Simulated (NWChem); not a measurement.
Program: NWChem. System: H₅BFNO₂, charge 0, spin multiplicity 1, at a geometry optimised with B3LYP/def2-SVP. The structure started from a generated list of species. Level: RHF/def2-TZVP.

Job file:

```
start mol
memory heap 200 mb stack 800 mb global 1000 mb
geometry units angstroms nocenter noautoz noautosym
  B     -0.158044     0.057718     0.118123
  F      0.088678     1.435682     0.128434
  O      0.069576    -0.561743     1.372386
  H      0.405739     0.084691     2.003399
  O     -1.310365    -0.365701    -0.581952
  H     -2.005394    -0.581523     0.049370
  N      1.079244    -0.493496    -0.944729
  H      1.021285    -1.510733    -1.017963
  H      2.011854    -0.234938    -0.618051
  H      0.930233    -0.093202    -1.873641
end
basis spherical
  * library def2-tzvp
end
scf
  rhf
  nopen 0
  maxiter 100
  thresh 1e-7
  semidirect memsize 60000000 filesize 0
end
task scf energy
```

NWChem printed:

```
             Northwest Computational Chemistry Package (NWChem) 7.3.0
             --------------------------------------------------------

                                NWChem Input Module
                                -------------------

 Scaling coordinates for geometry "geometry" by  1.889725989
 (inverse scale =  0.529177249)

                             Geometry "geometry" -> ""
                             -------------------------

 Output coordinates in angstroms (scale by  1.889725989 to convert to a.u.)

  No.       Tag          Charge          X              Y              Z
 ---- ---------------- ---------- -------------- -------------- --------------
    1 B                    5.0000    -0.15804400     0.05771800     0.11812300
    2 F                    9.0000     0.08867800     1.43568200     0.12843400
    3 O                    8.0000     0.06957600    -0.56174300     1.37238600
    4 H                    1.0000     0.40573900     0.08469100     2.00339900
    5 O                    8.0000    -1.31036500    -0.36570100    -0.58195200
    6 H                    1.0000    -2.00539400    -0.58152300     0.04937000
    7 N                    7.0000     1.07924400    -0.49349600    -0.94472900
    8 H                    1.0000     1.02128500    -1.51073300    -1.01796300
    9 H                    1.0000     2.01185400    -0.23493800    -0.61805100
   10 H                    1.0000     0.93023300    -0.09320200    -1.87364100

 Effective nuclear repulsion energy (a.u.)     192.4632341313

            Nuclear Dipole moment (a.u.)
            ----------------------------
        X                 Y               Z
 ---------------- ---------------- ----------------
    -0.0000094486    -0.0000018897     0.0000075589


 Summary of "ao basis" -> "" (spherical)
 ------------------------------------------------------------------------------
       Tag                 Description            Shells   Functions and Types
 ---------------- ------------------------------  ------  ---------------------
 *                         def2-tzvp                  on all atoms

 Summary of "ao basis" -> "ao basis" (spherical)
 ------------------------------------------------------------------------------
       Tag                 Description            Shells   Functions and Types
 ---------------- ------------------------------  ------  ---------------------
 B                         def2-tzvp                11       31   5s3p2d1f
 F                         def2-tzvp                11       31   5s3p2d1f
 O                         def2-tzvp                11       31   5s3p2d1f
 H                         def2-tzvp                 4        6   3s1p
 N                         def2-tzvp                11       31   5s3p2d1f

                                 NWChem SCF Module
                                 -----------------

  ao basis        = "ao basis"
  functions       =   185
  atoms           =    10
  closed shells   =    21
  open shells     =     0
  charge          =   0.00
  wavefunction    = RHF
  use symmetry    = F
  symmetry adapt  = F

 Summary of "ao basis" -> "ao basis" (spherical)
 ------------------------------------------------------------------------------
       Tag                 Description            Shells   Functions and Types
 ---------------- ------------------------------  ------  ---------------------
 B                         def2-tzvp                11       31   5s3p2d1f
 F                         def2-tzvp                11       31   5s3p2d1f
 O                         def2-tzvp                11       31   5s3p2d1f
 H                         def2-tzvp                 4        6   3s1p
 N                         def2-tzvp                11       31   5s3p2d1f

 Forming initial guess at       0.1s

      Superposition of Atomic Density Guess
      -------------------------------------

 Sum of atomic energies:        -330.33200354

      Non-variational initial energy
      ------------------------------

 Total energy =    -332.243901
 1-e energy   =    -835.969752
 2-e energy   =     311.262618
 HOMO         =      -0.432508
 LUMO         =       0.038431

 Starting SCF solution at       4.5s

 ----------------------------------------------
         Quadratically convergent ROHF

 Convergence threshold     :          1.000E-07
 Maximum no. of iterations :          100
 Final Fock-matrix accuracy:          1.000E-09
 ----------------------------------------------

              iter       energy          gnorm     gmax       time
             ----- ------------------- --------- --------- --------
                 1     -331.4175782874  1.52D+00  1.76D-01      8.5
                 2     -331.5267220815  4.16D-01  5.40D-02     16.9
                 3     -331.5384726049  2.45D-02  2.79D-03     27.5
                 4     -331.5385299139  5.72D-04  5.96D-05     41.8
                 5     -331.5385299403  1.04D-07  1.36D-08     76.6
                 6     -331.5385299403  3.86D-09  6.32D-10     93.1

       Final RHF  results
       ------------------

         Total SCF energy =   -331.538529940263
      One-electron energy =   -841.404552782079
      Two-electron energy =    317.402788710514
 Nuclear repulsion energy =    192.463234131303

        Time for solution =     88.7s

             Final eigenvalues
             -----------------

              1
    1  -26.2280
    2  -20.5224
    3  -20.5151
    4  -15.6306
    5   -7.6569
    6   -1.5397
    7   -1.3346
    8   -1.2984
    9   -1.2326
   10   -0.7579
   11   -0.7260
   12   -0.7256
   13   -0.6771
   14   -0.6669
   15   -0.6456
   16   -0.6085
   17   -0.5497
   18   -0.5348
   19   -0.5127
   20   -0.4756
   21   -0.4608
   22    0.1035
   23    0.1654
   24    0.1709
   25    0.1794
   26    0.1978
   27    0.2369
   28    0.2407
   29    0.2775
   30    0.2831
   31    0.4048

                       ROHF Final Molecular Orbital Analysis
                       -------------------------------------

 Vector   19  Occ=2.000000D+00  E=-5.126887D-01
              MO Center= -9.3D-02, -2.1D-01,  6.8D-01, r^2= 2.4D+00
   Bfn.  Coefficient  Atom+Function         Bfn.  Coefficient  Atom+Function
  ----- ------------  ---------------      ----- ------------  ---------------
    69      0.281709   3 O  py               72      0.255028   3 O  py
    39     -0.200003   2 F  pz               70     -0.196933   3 O  pz
    73     -0.177705   3 O  pz               42     -0.176735   2 F  pz
   107     -0.154963   5 O  pz               75      0.153147   3 O  py

 Vector   20  Occ=2.000000D+00  E=-4.755709D-01
              MO Center= -8.0D-01, -3.7D-01,  3.5D-02, r^2= 2.0D+00
   Bfn.  Coefficient  Atom+Function         Bfn.  Coefficient  Atom+Function
  ----- ------------  ---------------      ----- ------------  ---------------
   106      0.350349   5 O  py              109      0.317474   5 O  py
   112      0.228343   5 O  py               68      0.222994   3 O  px
    71      0.203122   3 O  px               74      0.153423   3 O  px

 Vector   21  Occ=2.000000D+00  E=-4.608179D-01
              MO Center= -3.5D-01, -3.9D-01,  3.0D-01, r^2= 2.5D+00
   Bfn.  Coefficient  Atom+Function         Bfn.  Coefficient  Atom+Function
  ----- ------------  ---------------      ----- ------------  ---------------
    68      0.304694   3 O  px               71      0.277953   3 O  px
   106     -0.215606   5 O  py               74      0.208177   3 O  px
   109     -0.199187   5 O  py

 Vector   22  Occ=0.000000D+00  E= 1.034880D-01
              MO Center=  1.5D+00, -5.7D-01, -1.0D+00, r^2= 5.9D+00
   Bfn.  Coefficient  Atom+Function         Bfn.  Coefficient  Atom+Function
  ----- ------------  ---------------      ----- ------------  ---------------
   141      2.666668   7 N  s               176     -1.094033   9 H  s
   170     -0.936685   8 H  s               182     -0.896499  10 H  s
     5     -0.464726   1 B  s               140     -0.361738   7 N  s
    67      0.294036   3 O  s               139      0.236076   7 N  s
     9     -0.232365   1 B  px               10      0.202677   1 B  py

 Vector   23  Occ=0.000000D+00  E= 1.654236D-01
              MO Center=  2.8D-01,  1.1D-01,  6.3D-01, r^2= 8.5D+00
   Bfn.  Coefficient  Atom+Function         Bfn.  Coefficient  Atom+Function
  ----- ------------  ---------------      ----- ------------  ---------------
     4      1.193807   1 B  s               141     -1.122073   7 N  s
    67      1.072308   3 O  s               182      1.059376  10 H  s
     5     -0.728200   1 B  s                96     -0.719477   4 H  s
   170      0.650451   8 H  s                14     -0.605096   1 B  pz
   176     -0.542278   9 H  s               133     -0.532974   6 H  s

 Vector   24  Occ=0.000000D+00  E= 1.708952D-01
              MO Center=  3.9D-01, -4.4D-01, -8.4D-02, r^2= 8.8D+00
   Bfn.  Coefficient  Atom+Function         Bfn.  Coefficient  Atom+Function
  ----- ------------  ---------------      ----- ------------  ---------------
   176      1.620960   9 H  s               104      1.191741   5 O  s
   170     -1.000828   8 H  s                12      0.810887   1 B  px
   141     -0.619545   7 N  s                 5     -0.596177   1 B  s
   149     -0.568653   7 N  py              148     -0.538999   7 N  px
   150     -0.455781   7 N  pz                4      0.369244   1 B  s

------------------------------------------------------------
EAF file 0: "./mol.aoints.0" size=524288 bytes
------------------------------------------------------------
               write      read    awrite     aread      wait
               -----      ----    ------     -----      ----
     calls:        1        22         0         0         0
   data(b): 5.24e+05  1.15e+07  0.00e+00  0.00e+00
   time(s): 0.00e+00  0.00e+00  0.00e+00  0.00e+00  0.00e+00
rate(mb/s): 0.00e+00  0.00e+00
------------------------------------------------------------

 center of mass
 --------------
 x =  -0.05611790 y =   0.08889652 z =   0.03931552

 moments of inertia (a.u.)
 ------------------
         392.148954792734          -3.943705999211          13.677379081175
          -3.943705999211         399.650157683400         -11.123135322417
          13.677379081175         -11.123135322417         381.218723490514

  Mulliken analysis of the total density
  --------------------------------------

    Atom       Charge   Shell Charges
 -----------   ------   -------------------------------------------------------
    1 B    5     4.33   0.91  1.07  0.42  0.16  0.01  0.86  0.38  0.10  0.16  0.20  0.07
    2 F    9     9.43   0.77  1.20  0.59  0.99  0.38  2.25  2.29  0.95  0.00  0.01  0.00
    3 O    8     8.65   0.79  1.18  0.55  0.93  0.31  1.87  2.08  0.90  0.00  0.02  0.00
    4 H    1     0.66   0.25  0.33  0.04  0.05
    5 O    8     8.65   0.79  1.18  0.55  0.93  0.31  1.87  2.08  0.90  0.00  0.02  0.00
    6 H    1     0.65   0.25  0.33  0.03  0.05
    7 N    7     7.49   0.82  1.16  0.52  0.86  0.08  1.51  1.82  0.68  0.01  0.03  0.00
    8 H    1     0.71   0.25  0.38  0.04  0.03
    9 H    1     0.72   0.26  0.39  0.04  0.03
   10 H    1     0.71   0.25  0.38  0.04  0.03

       Multipole analysis of the density wrt the origin
       ------------------------------------------------

     L   x y z        total         open         nuclear
     -   - - -        -----         ----         -------
     0   0 0 0      0.000000      0.000000     42.000000

     1   1 0 0      1.324370      0.000000     -0.000009
     1   0 1 0     -0.643392      0.000000     -0.000002
     1   0 0 1     -0.560227      0.000000      0.000008

     2   2 0 0    -16.796406      0.000000    115.225237
     2   1 1 0     -0.669448      0.000000     -0.031311
     2   1 0 1     -3.616170      0.000000    -12.769000
     2   0 2 0    -23.989876      0.000000     94.840140
     2   0 1 1      2.553865      0.000000      8.895311
     2   0 0 2    -18.886714      0.000000    118.514754

 Task  times  cpu:       93.2s     wall:       93.2s

 Total times  cpu:       93.3s     wall:       93.3s
```
